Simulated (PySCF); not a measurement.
Species: C₇H₆.
SMILES with atom numbers: `[CH:1]#[C:2][C@@H:3]1[CH:4]=[C:5]1[CH:6]=[CH2:7]` (hydrogens: H8 on C1; H9 on C3; H10 on C4; H11 on C6; H12, H13 on C7)

The calculation used core-valence-separated Tamm–Dancoff BHandHLYP/aug-pcX-1 (pcseg-1 on H) in PySCF, non-relativistic, gas phase, PBE0-D3(BJ)/def2-SVP geometry.

Computed carbon K-edge spectrum, Gaussian lines of 0.3 eV full width, highest printed point 100; it ends one width below the last computed root. No empirical shift is added; at this level the pattern usually sits a few eV under experiment.

| photon energy (eV) | absorption |
| --- | --- |
| 281.7 | 1 |
| 281.8 | 4 |
| 281.9 | 13 |
| 282.0 | 26 |
| 282.1 | 28 |
| 282.2 | 16 |
| 282.3 | 5 |
| 282.4 | 1 |
| 282.5 | 4 |
| 282.6 | 17 |
| 282.7 | 38 |
| 282.8 | 49 |
| 282.9 | 41 |
| 283.0 | 32 |
| 283.1 | 29 |
| 283.2 | 20 |
| 283.3 | 13 |
| 283.4 | 28 |
| 283.5 | 67 |
| 283.6 | 100 |
| 283.7 | 87 |
| 283.8 | 44 |
| 283.9 | 13 |
| 284.0 | 2 |
| 284.1 | 0 |
| 284.2 | 0 |
| 284.3 | 0 |
| 284.4 | 0 |
| 284.5 | 0 |
| 284.6 | 0 |
| 284.7 | 0 |
| 284.8 | 0 |
| 284.9 | 0 |
| 285.0 | 0 |
| 285.1 | 0 |
| 285.2 | 1 |
| 285.3 | 1 |
| 285.4 | 2 |
| 285.5 | 4 |
| 285.6 | 4 |
| 285.7 | 3 |
| 285.8 | 2 |
| 285.9 | 2 |
| 286.0 | 5 |
| 286.1 | 9 |
| 286.2 | 15 |
| 286.3 | 18 |
| 286.4 | 16 |
| 286.5 | 16 |
| 286.6 | 31 |
| 286.7 | 57 |
| 286.8 | 70 |
| 286.9 | 54 |
| 287.0 | 27 |

Assign the maxima to core holes.

6 maxima:
- 282.1 eV: C7 (terminal =CH2 carbon), 282.06 eV, f = 0.061, 1s→π*, 100 % of the height at the exact maximum
- 282.8 eV: C4 (alkene CH carbon), 282.76 eV, f = 0.052, 1s→π*, 49 % of the height at the exact maximum; C6 (alkene CH carbon), 282.81 eV, f = 0.049, 1s→π*, 48 % of the height at the exact maximum
- 283.6 eV: C1 (terminal alkyne carbon), 283.64 eV, f = 0.077, 36 % of the height at the exact maximum; C1 (terminal alkyne carbon), 283.56 eV, f = 0.075, 1s→π*, 32 % of the height at the exact maximum; C2 (alkyne carbon), 283.64 eV, f = 0.041, 1s→π*, 19 % of the height at the exact maximum; C2 (alkyne carbon), 283.70 eV, f = 0.033, 13 % of the height at the exact maximum
- 285.6 eV: C1 (terminal alkyne carbon), 285.59 eV, f = 0.007, 75 % of the height at the exact maximum; C1 (terminal alkyne carbon), 285.69 eV, f = 0.002, 19 % of the height at the exact maximum
- 286.3 eV: C6 (alkene CH carbon), 286.34 eV, f = 0.015, 39 % of the height at the exact maximum; C4 (alkene CH carbon), 286.31 eV, f = 0.013, 35 % of the height at the exact maximum
- 286.8 eV: C4 (alkene CH carbon), 286.86 eV, f = 0.034, 20 % of the height at the exact maximum; C5 (fully substituted alkene carbon), 286.77 eV, f = 0.026, 18 % of the height at the exact maximum; C5 (fully substituted alkene carbon), 286.74 eV, f = 0.027, 17 % of the height at the exact maximum; C3 (allylic carbon), 286.77 eV, f = 0.020, 13 % of the height at the exact maximum

Further lines of some strength in the range: C5, 283.10 eV, f = 0.054; C7, 286.10 eV, f = 0.011; C7, 286.69 eV, f = 0.023; C6, 286.83 eV, f = 0.015; C3, 286.88 eV, f = 0.012.

Roots within 0.03 eV on the same or equivalent atoms count as one line; shares under 12 % aren't listed.

Vibrational structure and lifetime widths aren't in the curve. The ionisation threshold wasn't computed; near and above it a finite basis only mimics Rydberg series and continuum.

Shape of the structure used: `[CH:1]#[C:2][C@@H:3]1[CH:4]=[C:5]1[CH:6]=[CH2:7]`: C4–C5–C6–C7 -177°.

One conformer stands for the species.
